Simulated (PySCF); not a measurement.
3-chloropropyl acetate, C5H9ClO2.
Structure used (PBE0-D3(BJ)/def2-SVP), in Å, numbered top down from 1:
```xyz
17
C5H9ClO2 angstrom
C      2.5418   -0.9298   -0.3704
C      1.1833   -0.3849   -0.0433
O      0.8955    0.7808    0.0337
O      0.3025   -1.3778    0.1552
C     -1.0298   -0.9979    0.4768
C     -1.8194   -0.6307   -0.7657
C     -3.2554   -0.2606   -0.4717
Cl    -4.1797   -1.6277    0.2346
H      2.8662   -1.6284    0.4138
H      2.4940   -1.4983   -1.3109
H      3.2560   -0.1051   -0.4677
H     -1.0094   -0.1505    1.1801
H     -1.4757   -1.8691    0.9740
H     -1.3416    0.2393   -1.2454
H     -1.7873   -1.4676   -1.4815
H     -3.3215    0.5682    0.2477
H     -3.7836    0.0341   -1.3877
```

Method: PBE0-D3(BJ)/def2-SVP geometry optimisation, gas phase in PySCF.

Masses are those of the commonest isotopes; rigid-rotor values at the optimised geometry. The values belong to one conformer with, in the numbering `[CH3:1][C:2](=[O:3])[O:4][CH2:5][CH2:6][CH2:7][Cl:8]`, C1–C2–O4–C5 180°, C2–O4–C5–C6 81°, O4–C5–C6–C7 178°, C5–C6–C7–Cl8 -63°.

(1) What are A, B and C (cm⁻¹)?

(2) What kind of rotor is it?

(3) Is it planar, by Δ = Ic − Ia − Ib?

(4) Give the other two planar moments, Paa and Pbb, and the rms extents of the mass along the axes.

(5) List the rotational levels J(Ka,Kc) to J = 3 (MHz).

(6) Predict some low-J microwave lines.

Answers

(1) Ia = 92.06, Ib = 811.40, Ic = 857.22 u·Å²; 505379 MHz·u·Å²/I gives 5490, 622.9 and 589.6 MHz, that is A = 0.18312, B = 0.02078, C = 0.01967 cm⁻¹.

(2) A near-prolate asymmetric top. Ray's parameter κ = (2B − A − C)/(A − C) = -0.986; −1 is the prolate and +1 the oblate limit.

(3) Not planar: Δ = Ic − Ia − Ib = -46.23 u·Å². For a rigid frame Δ = −2 Σ m c², so Σ m c² = 23.12 u·Å² lies off the ab plane: 9.37 from hydrogen and 13.75 from heavier atoms. The atom farthest from that plane is 1.55 Å away.

(4) Paa = Σ m a² = (Ib + Ic − Ia)/2 = 788.28 and Pbb = Σ m b² = (Ia + Ic − Ib)/2 = 68.94 u·Å². With the mass M = 136.03 u, the rms extents √(P/M) along a, b and c are 2.41, 0.71, 0.41 Å.

(5) Above 0(0,0):
J = 1: 1(0,1) 1212, 1(1,1) 6079, 1(1,0) 6113
J = 2: 2(0,2) 3637, 2(1,2) 8471, 2(1,1) 8571, 2(2,1) 23172, 2(2,0) 23172
J = 3: 3(0,3) 7274, 3(1,3) 12058, 3(1,2) 12258, 3(2,2) 26809, 3(2,1) 26810, 3(3,1) 51227, 3(3,0) 51227
The levels of one J sum to (2J + 1)J(J + 1)(A + B + C)/3.

(6) The dipole components are |μa| = 0.87 D, |μb| = 0.26 D, |μc| = 0.95 D. The squared components, which scale the intensities, stand as 0.84 : 0.08 : 1.00 (a : b : c). Some lines, for components of 0.1 D or more:

| type | branch | J(Ka,Kc) | MHz | lower level (cm⁻¹) |
| --- | --- | --- | --- | --- |
| a | Q | 4(1,3) ← 4(1,4) | 333 | 0.562 |
| a | R | 2(0,2) ← 1(0,1) | 2425 | 0.040 |
| a | R | 3(1,3) ← 2(1,2) | 3587 | 0.283 |
| a | R | 3(2,2) ← 2(2,1) | 3637 | 0.773 |
| a | R | 3(2,1) ← 2(2,0) | 3638 | 0.773 |
| a | R | 4(1,4) ← 3(1,3) | 4783 | 0.402 |
| a | R | 4(3,1) ← 3(3,0) | 4850 | 1.709 |
| c | Q | 1(1,1) ← 1(0,1) | 4867 | 0.040 |
| b | Q | 3(1,2) ← 3(0,3) | 4984 | 0.243 |
| b | Q | 4(1,3) ← 4(0,4) | 5052 | 0.404 |
| c | R | 3(1,2) ← 2(0,2) | 8621 | 0.121 |
| b | R | 4(1,4) ← 3(0,3) | 9567 | 0.243 |
| b | Q | 4(2,2) ← 4(1,3) | 14487 | 0.573 |
| b | Q | 2(2,0) ← 2(1,1) | 14601 | 0.286 |
| b | Q | 4(2,3) ← 4(1,4) | 14818 | 0.562 |
| b | R | 2(2,1) ← 1(1,0) | 17059 | 0.204 |
| b | R | 2(2,0) ← 1(1,1) | 17093 | 0.203 |
| c | R | 3(2,1) ← 2(1,1) | 18239 | 0.286 |
| b | Q | 4(3,1) ← 4(2,2) | 24416 | 1.056 |
| b | Q | 4(3,2) ← 4(2,3) | 24419 | 1.056 |
| c | R | 3(3,0) ← 2(2,0) | 28055 | 0.773 |
| b | R | 4(3,2) ← 3(2,1) | 29268 | 0.894 |
| c | R | 4(4,0) ← 3(3,0) | 39035 | 1.709 |

No PBE0-D3(BJ)/def2-SVP frequencies stand behind this structure, so it isn't proved a minimum. Zero-point vibration and centrifugal distortion are left out. A rigid rotor knows nothing of internal rotation, which can split or shift real lines. Quadrupole hyperfine structure (35Cl) is left out.
